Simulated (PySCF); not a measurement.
## Radial density of Re³⁺ (rhenium, charge +3)

PBEsol, [Xe] 4f14 5d4, high-spin 5D determinant. All numbers are calculated (PySCF 2.14, the spin-free X2C one-electron Hamiltonian (Gaussian nucleus), in x2c-TZVPPall with one added diffuse shell each of s, p, d, f type (12s8p8d4f1g, 113 functions)).

```json
{"r (bohr)": "0.0137", "4πr²ρ (e/bohr)": "103.5", "4πr²(ρα − ρβ)": "-0.0014"}
{"r (bohr)": "0.0231", "4πr²ρ (e/bohr)": "90.33", "4πr²(ρα − ρβ)": "-0.0012"}
{"r (bohr)": "0.0388", "4πr²ρ (e/bohr)": "118.3", "4πr²(ρα − ρβ)": "0.0137"}
{"r (bohr)": "0.0652", "4πr²ρ (e/bohr)": "132.9", "4πr²(ρα − ρβ)": "0.1150"}
{"r (bohr)": "0.110", "4πr²ρ (e/bohr)": "108.1", "4πr²(ρα − ρβ)": "0.2589"}
{"r (bohr)": "0.185", "4πr²ρ (e/bohr)": "116.0", "4πr²(ρα − ρβ)": "0.0071"}
{"r (bohr)": "0.310", "4πr²ρ (e/bohr)": "66.73", "4πr²(ρα − ρβ)": "0.3427"}
{"r (bohr)": "0.522", "4πr²ρ (e/bohr)": "63.74", "4πr²(ρα − ρβ)": "0.1145"}
{"r (bohr)": "0.878", "4πr²ρ (e/bohr)": "20.85", "4πr²(ρα − ρβ)": "1.0614"}
{"r (bohr)": "1.48", "4πr²ρ (e/bohr)": "8.224", "4πr²(ρα − ρβ)": "2.9202"}
{"r (bohr)": "2.49", "4πr²ρ (e/bohr)": "1.002", "4πr²(ρα − ρβ)": "0.8257"}
{"r (bohr)": "4.18", "4πr²ρ (e/bohr)": "0.03583", "4πr²(ρα − ρβ)": "0.0357"}
{"r (bohr)": "7.03", "4πr²ρ (e/bohr)": "9.325e-05", "4πr²(ρα − ρβ)": "0.0001"}
{"r (bohr)": "11.8", "4πr²ρ (e/bohr)": "2.288e-05", "4πr²(ρα − ρβ)": "0.0000"}
```

Densities and radii are taken from the X2C orbitals without a picture-change correction, which distorts them close to the nucleus.

Spin-orbit coupling, absent here, splits the open shell strongly.
